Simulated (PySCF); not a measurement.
C₄H₁₀OSi.
InChI=1S/C4H10OSi/c1-4-5-6(2)3/h4,6H,1H2,2-3H3

Torsions of this conformer, `[CH2:1]=[CH:2][O:3][SiH:4]([CH3:5])[CH3:6]`: C1–C2–O3–Si4 164°, C2–O3–Si4–C5 -79°.

The closed-shell ground state was solved at several levels (PySCF, density fitting, gas phase, non-relativistic). One conformer (not necessarily the lowest) at the PBE0-D3(BJ)/def2-SVP geometry, without solvent, vibrations or thermal averaging.

```json
{"level": "CAM-B3LYP/pcSseg-2", "basis functions": "363", "HOMO (eV)": "-7.97", "LUMO (eV)": "1.21", "gap (eV)": "9.18", "dipole (D)": "1.63"}
{"level": "PBE0/pcSseg-1", "basis functions": "159", "HOMO (eV)": "-6.59", "LUMO (eV)": "0.87", "gap (eV)": "7.46", "dipole (D)": "1.68"}
```

(1) What might B3LYP/def2-SVPD (207 basis functions) give for the same quantities?

(2) Over all these levels, which gives the widest orbital gap and which the narrowest?

(3) How far do the dipole and the HOMO energy spread over the levels?

Answers

(1) HOMO -6.42 eV, LUMO 0.33 eV, gap 6.75 eV, dipole 1.64 D.

(2) CAM-B3LYP/pcSseg-2 (range-separated hybrid) has the widest, 9.18 eV, and B3LYP/def2-SVPD (global hybrid, 20 % exact exchange) the narrowest, 6.75 eV. Functional and basis both differ between the two, so the spread mixes both effects.

(3) The dipole runs from 1.63 to 1.68 D (mean 1.65 D) and the HOMO from -7.97 to -6.42 eV.
